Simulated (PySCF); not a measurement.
Below is a simulated gas-phase Si 2p photoelectron spectrum of `[SiH3]/C=C/C[SiH3]`.

Every computed line was given a Gaussian of 0.4 eV full width at half maximum and an area set by the number of equivalent atoms (split 2:1 within a doublet); the highest printed point is 100. Method used: delta-SCF UKS SCAN, pcX-2 on the ionised atom, pcseg-1 elsewhere, spin-free X2C in PySCF.

binding energy (eV), intensity and a bar:
```
    105.8          0 
    105.9          1 
    106.0          5 #
    106.1         16 #####
    106.2         38 ###########
    106.3         67 ####################
    106.4         91 ###########################
    106.5        100 ##############################
    106.6         90 ###########################
    106.7         69 #####################
    106.8         50 ###############
    106.9         44 #############
    107.0         47 ##############
    107.1         51 ###############
    107.2         46 ##############
    107.3         35 ##########
    107.4         20 ######
    107.5          9 ###
    107.6          3 #
    107.7          1 
    107.8          0
```

Question: Count the maxima, the lines and the sites behind this envelope.

Answer: The curve has 2 maxima (at 106.5 and 107.1 eV). Under it lie 4 lines from 2 inequivalent silicon sites, each drawn as a 2p3/2, 2p1/2 pair. At this width some lines have no maximum of their own.

Question: Decompose the envelope and assign each component. Numbering: `[SiH3:1]/[CH:2]=[CH:3]/[CH2:4][SiH3:5]`.

Answer: 
| position (eV) | relative area | line | atoms | environment |
| --- | --- | --- | --- | --- |
| 106.38 | 0.67 | Si 2p3/2 | Si1 | SiH3 silicon |
| 106.60 | 0.67 | Si 2p3/2 | Si5 | SiH3 silicon |
| 107.01 | 0.33 | Si 2p1/2 | Si1 | SiH3 silicon |
| 107.22 | 0.33 | Si 2p1/2 | Si5 | SiH3 silicon |

Question: What are the centre and the root-mean-square width of the whole band?

Answer: The area-weighted mean of the lines is 106.70 eV. Their own spread about it is 0.31 eV (rms) and each Gaussian has σ = 0.4/2.355 = 0.17 eV; the variances add, which gives 0.36 eV.

The 2 Si 2p3/2 values lie within 0.22 eV of each other.

No satellites, vibrations or lifetime broadening are included. Spin–orbit coupling isn't in the SCF: each 2p doublet comes from a relaxed spin-free hole plus a matrix of the shell (mean-field spin–orbit coupling and the ground-state 2p splitting), with 2p3/2 averaged over its two sublevels. 2p1/2 minus 2p3/2 (ligand field included): Si 0.62 eV. One conformer (not necessarily the lowest) at the GFN2-xTB geometry, without solvent, vibrations or thermal averaging.

Shape of the structure used: `[SiH3:1]/[CH:2]=[CH:3]/[CH2:4][SiH3:5]`: C2–C3–C4–Si5 -106°.
